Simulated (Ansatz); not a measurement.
Reaction (cleavage of the B–Si bond): `[SiH3]BN[SiH3]` + H₂Se → `[SiH3]NB[SeH]` + SiH₄

Isolated molecules relaxed with PBE0-D4/def2-TZVP in Ansatz; ΔE leaves out vibrations. CCSD(T)/CBS is the MP2 limit (def2-TZVPP, def2-QZVPP) plus CCSD(T) − MP2 in def2-TZVPP, frozen cores. This one scheme is used for every species. Functionals use def2-TZVPP. For Se outer-core shells are correlated without core-valence functions, which leaves a few kJ/mol of doubt a bond. Scalar relativity is left out up to krypton. Each species was taken in one conformer, which may not be the lowest.

CCSD(T)/CBS gives -0.92 eV.

**Question.** Another level gave -0.99 eV. Which?
A. B2PLYP/def2-TZVPP
B. ωB97M-V/def2-TZVPP
C. PBE/def2-TZVPP
D. HF/def2-TZVPP

**Answer.** D. HF/def2-TZVPP -0.99, ωB97M-V -0.90, PBE -0.85, B2PLYP -0.95 eV.

Largest T1 diagnostic among the species: 0.014.
